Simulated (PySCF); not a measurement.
Compound: C2H10O2SSi2.
Cartesian coordinates in Å at the GFN2-xTB level; atoms count from 1:
```
atom  x, y, z in Å
C1    -2.9380    0.3700    0.2469
C2    -2.1186   -0.5533   -0.6404
O3    -1.0761    0.1221   -1.2891
Si4    0.2521    0.8078   -0.6962
S5     1.1304   -0.4938    0.7659
Si6    3.0355    0.4486    1.0938
O7     3.9395    0.3998   -0.2479
H8    -3.2915    1.2220   -0.3289
H9    -2.3254    0.7316    1.0691
H10   -3.7922   -0.1669    0.6497
H11   -1.6978   -1.3701   -0.0429
H12   -2.7455   -0.9778   -1.4315
H13    1.0638    0.9041   -1.8933
H14    0.0070    2.0752   -0.0131
H15    2.8851    1.8738    1.3050
H16    3.5879   -0.3287    2.1890
H17    4.0768   -0.4028   -0.7458
```

Method used: TDDFT CAM-B3LYP/def2-SVPD, vertical, gas phase, core orbitals frozen in the response (PySCF).

Ground-to-excited transition dipoles (e·a0, same axes as the geometry; the sign carries no meaning), for the states with f of 0.002 or more among the lowest 7:

```tsv
state	E (eV)	μx	μy	μz
S1	6.284	-0.293	0.028	0.071
S2	6.678	0.381	-0.325	-0.205
S3	6.815	-0.304	-0.076	-0.310
S4	7.018	0.230	0.071	0.150
S6	7.421	-0.007	0.063	-0.210
S7	7.568	-0.024	0.145	-0.160
```

Q: Work out the oscillator strengths.

A: f = (2/3) ΔE |μ|² with ΔE in hartree (27.2114 eV).

```csv
state,|μ|² (au),|μ| (D),f
S1,0.092,0.77,0.014
S2,0.293,1.38,0.048
S3,0.194,1.12,0.032
S4,0.081,0.72,0.014
S6,0.048,0.56,0.009
S7,0.047,0.55,0.009
```

Q: Which bond between heavy atoms lies closest to the direction of the S2 transition dipole?

A: C1–C2, at 15° from it; next Si6–O7 at 43°.

Q: What angle do the transition dipoles of S1 and S3 make?

A: |cos θ| = |μa·μb| / (|μa| |μb|) = 0.49, so θ ≈ 61° (taken between 0 and 90°, since the signs are arbitrary).

Q: How is the summed strength of these states shared among x, y and z?

A: (2/3) Σ ΔE μα² gives 0.062 for x, 0.024 for y and 0.040 for z, 0.126 in all.

Q: What peak molar absorption coefficient would the strongest computed level give as a lone Gaussian band 0.3 eV wide at half height?

A: ε(max) = 2.175×10⁸ f / FWHM, with the width in cm⁻¹. S2: 2.175×10⁸ × 0.0480 / 2420 ≈ 4300 L mol⁻¹ cm⁻¹.

One conformer stands for the species.

Without π bonds the low states may be Rydberg-like; a valence basis with one diffuse set may place them up to an eV too high.
